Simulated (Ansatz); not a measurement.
This Ansatz (a quantum-chemistry and plane-wave program) input (r2SCAN/def2-TZVP) gives -2076.90335 Eh with 48 basis functions. A basis named .json is the Basis Set Exchange file of that set (core-valence sets with the plain set on hydrogen).

Ansatz 0.2 input:
```yaml
crystal:
  periodic: [false, false, false]
  atoms:
    - {symbol: Ge, position_ang: [0.00000000, 0.00000000, 0.00000000]}
basis:
  gaussian:
    orbitals: def2-TZVP
hamiltonian:
  xc: {name: r2SCAN}
magnetization: {spin_polarized: true, initial_magnetization: 2}
scf: {lower_state_search: full}
```

Change:
```diff
- orbitals: def2-TZVP
+ orbitals: def2-QZVP.json
```

Problem. What does the run give now?

Solution. -2076.94870 Eh (r2SCAN/def2-QZVP, 75 functions), a change of -45.35 mEh.
